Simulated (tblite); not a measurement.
Compound: C₇H₇OS (charge -1).
SMILES with atom numbers: `[O-:1][c:2]1[s:3][cH:4][cH:5][c:6]1[CH:7]1[CH2:8][CH2:9]1` (hydrogens: H10 on C4; H11 on C5; H12 on C7; H13, H14 on C8; H15, H16 on C9)
Bond orders are those of one Lewis drawing.

Computed with GFN2-xTB (tblite), gas phase: Langevin dynamics at 200 K from the optimised GFN2-xTB geometry, time step 0.5 fs, friction 0.01 fs⁻¹, 2000 steps. Over the second half of the run the saved frames average 201 K.

The optimised geometry, where the run starts:
```
atom  x, y, z in Å
O1      0.383    1.829    2.275
C2      0.918    1.253    1.329
S3      2.581    1.800    0.715
C4      2.588    0.549   -0.500
C5      1.462   -0.199   -0.457
C6      0.533    0.179    0.537
C7     -0.763   -0.499    0.788
C8     -2.053    0.079    0.264
C9     -1.505   -1.188   -0.317
H10     3.438    0.459   -1.150
H11     1.294   -1.032   -1.126
H12    -0.843   -0.958    1.772
H13    -1.995    0.975   -0.336
H14    -2.938    0.026    0.883
H15    -2.016   -2.119   -0.105
H16    -1.092   -1.143   -1.315
```

t = 100 fs, T = 125 K, E(pot) 0.262 eV above the start
```
atom  x, y, z in Å  |  force x, y, z in eV/Å
O1      0.271    1.948    2.192    0.111  -0.367  -0.478
C2      0.793    1.247    1.304   -0.218   1.643   1.642
S3      2.461    1.706    0.713    0.268  -0.422  -0.487
C4      2.470    0.326   -0.390   -0.767   0.279   0.821
C5      1.331   -0.403   -0.267   -0.186   0.509   0.251
C6      0.381    0.122    0.671   -0.294  -1.405  -1.217
C7     -0.995   -0.462    0.895    0.879   0.510  -0.333
C8     -2.204    0.235    0.325   -0.340   1.931  -0.141
C9     -1.710   -1.033   -0.292   -0.747  -0.023   1.183
H10     3.351    0.153   -0.942    0.449  -0.189  -0.435
H11     1.147   -1.280   -0.870   -0.034  -0.093   0.051
H12    -1.089   -0.973    1.853   -0.206   0.056  -0.120
H13    -2.068    1.251   -0.189    0.095  -1.664   0.586
H14    -3.174    0.267    0.873    0.835  -0.349  -0.333
H15    -2.333   -1.866   -0.021   -0.155  -0.512  -0.394
H16    -1.273   -1.064   -1.254    0.311   0.098  -0.596
```

t = 200 fs, T = 207 K, E(pot) 0.392 eV above the start
```
atom  x, y, z in Å  |  force x, y, z in eV/Å
O1      0.059    2.103    2.031    0.845  -0.573  -0.395
C2      0.695    1.296    1.320   -0.600   1.060   0.655
S3      2.474    1.522    0.912    0.027  -0.971  -0.872
C4      2.419    0.066   -0.150    0.892   0.210  -0.259
C5      1.202   -0.513   -0.154   -0.609   0.775   0.897
C6      0.262    0.165    0.676   -0.491  -0.956  -0.443
C7     -1.137   -0.296    0.972    1.061  -0.130   0.353
C8     -2.305    0.215    0.233   -2.363   1.625   0.108
C9     -1.906   -1.191    0.036   -0.532  -1.418   1.195
H10     3.293   -0.254   -0.755   -0.636   0.518   0.742
H11     0.899   -1.405   -0.669    0.266  -0.152  -0.243
H12    -1.283   -0.395    2.058   -0.099  -0.202  -0.408
H13    -2.192    0.965   -0.606   -0.204  -0.970   1.131
H14    -3.248    0.355    0.897    1.414   0.103  -1.404
H15    -2.536   -2.038    0.469    0.726   1.194  -0.516
H16    -1.450   -1.475   -0.880    0.302  -0.113  -0.542
```

t = 350 fs, T = 215 K, E(pot) 0.258 eV above the start
```
atom  x, y, z in Å  |  force x, y, z in eV/Å
O1     -0.059    1.919    2.492    0.236  -0.217  -0.466
C2      0.456    1.222    1.601    0.423   0.814   1.105
S3      2.184    1.503    1.075    0.434   0.433   0.027
C4      2.092    0.227   -0.071   -0.568  -1.422  -0.768
C5      0.906   -0.469   -0.021    0.470   1.811   1.012
C6      0.020    0.109    0.936   -0.449  -0.762  -1.034
C7     -1.415   -0.127    1.105   -0.918   0.245   0.498
C8     -2.454    0.046   -0.036    1.445   0.393  -0.074
C9     -2.222   -1.272    0.622   -1.207   0.749   0.734
H10     2.906   -0.018   -0.746   -0.014   0.250   0.360
H11     0.644   -1.295   -0.627   -0.051  -0.496  -0.427
H12    -1.712    0.258    2.108   -0.040  -0.086  -0.841
H13    -2.048    0.211   -1.042   -0.174  -0.078   0.490
H14    -3.339    0.602    0.177   -0.399   0.135   0.030
H15    -3.067   -1.527    1.252    0.187  -0.561   0.102
H16    -1.800   -2.042    0.068    0.624  -1.208  -0.749
```

t = 575 fs, T = 169 K, E(pot) 0.154 eV above the start
```
atom  x, y, z in Å  |  force x, y, z in eV/Å
O1      0.177    1.589    2.931   -0.051   0.401   0.422
C2      0.469    1.179    1.815    0.180  -0.349  -0.124
S3      2.093    1.620    1.033   -0.461  -0.474  -0.500
C4      1.712    0.590   -0.345   -1.678  -0.562   0.514
C5      0.464   -0.020   -0.232    1.509   0.711  -0.134
C6     -0.212    0.305    0.973    0.616  -0.079  -0.528
C7     -1.462   -0.273    1.456   -1.047  -0.580  -1.057
C8     -2.605   -0.657    0.517    1.626  -1.030   0.591
C9     -1.827   -1.730    1.258    0.215  -0.033   0.964
H10     2.408    0.489   -1.144    0.220   0.071  -0.197
H11     0.102   -0.680   -1.039    0.092   0.391   0.668
H12    -1.825    0.140    2.363    0.009   0.514   0.754
H13    -2.455   -0.685   -0.532    0.095   0.383  -0.747
H14    -3.594   -0.488    0.834   -0.952   0.181   0.244
H15    -2.330   -2.234    2.118    0.466   0.276  -0.811
H16    -1.027   -2.322    0.791   -0.838   0.178  -0.059
```

t = 875 fs
```
atom  x, y, z in Å
O1      1.001    0.978    3.575
C2      0.962    0.847    2.324
S3      2.237    1.608    1.289
C4      1.460    1.062   -0.204
C5      0.368    0.323    0.071
C6      0.062    0.248    1.449
C7     -1.085   -0.396    2.029
C8     -2.417   -0.187    1.339
C9     -1.719   -1.556    1.375
H10     1.980    1.246   -1.107
H11    -0.281   -0.010   -0.731
H12    -1.031   -0.373    3.064
H13    -2.517    0.311    0.373
H14    -3.276   -0.200    1.898
H15    -2.185   -2.344    1.960
H16    -1.284   -1.986    0.471
```

Task: Estimate the potential energy and the forces of this last frame.

Result: 0.248 eV above the start.

```tsv
atom	Fx (eV/Å)	Fy (eV/Å)	Fz (eV/Å)
O1	-0.218	-0.363	-1.517
C2	0.162	0.403	1.088
S3	0.326	0.105	-0.601
C4	0.579	0.169	0.927
C5	-0.304	0.406	0.047
C6	0.933	0.175	-0.160
C7	-0.829	0.163	-1.365
C8	1.556	-1.455	-1.177
C9	-0.531	-0.410	-0.753
H10	0.121	0.102	-0.511
H11	0.047	-0.251	0.234
H12	-0.236	0.064	1.828
H13	0.351	-0.034	0.415
H14	-1.899	0.377	1.274
H15	-0.019	0.166	0.174
H16	-0.040	0.385	0.098
```

The bond farthest from its length at the start is C8–H14 (1.025 against 1.082 Å), and half the difference of its two atoms' forces along it is +2.10 eV/Å (positive lengthens). The largest atomic force is 2.43 eV/Å.

The cost below is that of the whole dynamics run. The run took 11 s of wall time on one thread, Arm Neoverse V2 (aarch64), shared host with 32 logical CPUs at a one-minute load of 9.6, and the process peaked at 0.18 GiB of memory.
